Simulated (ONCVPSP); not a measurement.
**Building the ONCV potential for Pt (PBE, scalar-relativistic).**

ONCVPSP 4.0.1 input, shortened (lines: element, Z, core and valence counts, functional; n l f; lmax; l rc ep ncon nbas qcut; lloc lpopt rc5 dvloc0; l nproj debl; icmod fcfact rcfact), PBE, scalar-relativistic:

```
  Pt 78.00    9    4        4      upf
    1    0    2.00
    2    0    2.00
    2    1    6.00
    3    0    2.00
    3    1    6.00
    3    2   10.00
    4    0    2.00
    4    1    6.00
    4    2   10.00
    4    3   14.00
    5    0    2.00
    5    1    6.00
    5    2    9.00
    3
    0    1.10    0.00    4    9    5.70
    1    1.80    0.00    4    7    7.70
    2    1.45    0.00    3    7    6.10
    3    0.95    0.00    4    9   16.40
    4    3    0.60   -1.00
    0    2    3.90
    1    2    3.70
    2    2    0.90
    3    2    2.40
    3    2.50    1.35
```

In the s channel the program set the typed energies aside and used -4.044, 0.250 Ha. In the f channel the program set the typed energies aside and used -2.876, 0.250 Ha.

Results:

```
Cutoffs needed             : 192 Ha and 357 Ha (the cutoffs (Ha) at which the residual kinetic energy of the hardest occupied pseudo-wave falls to 1 and 0.1 mHa per electron)
Ghost test                 : ghosts flagged at negative energy: s at -388.2 eV, p at -68.4 eV; GHOST(+) flagged for d at 242.1 eV; a true bound ghost makes a file unfit for plane-wave use
Configuration tests        : 4 of 4 tests not solved or not reliable
rms error of d²Exc/dni dnj : 6.15 mHa without and 3.30 mHa with the model core
```

Generation and tests took about 3.7 s on one core of a shared server CPU.
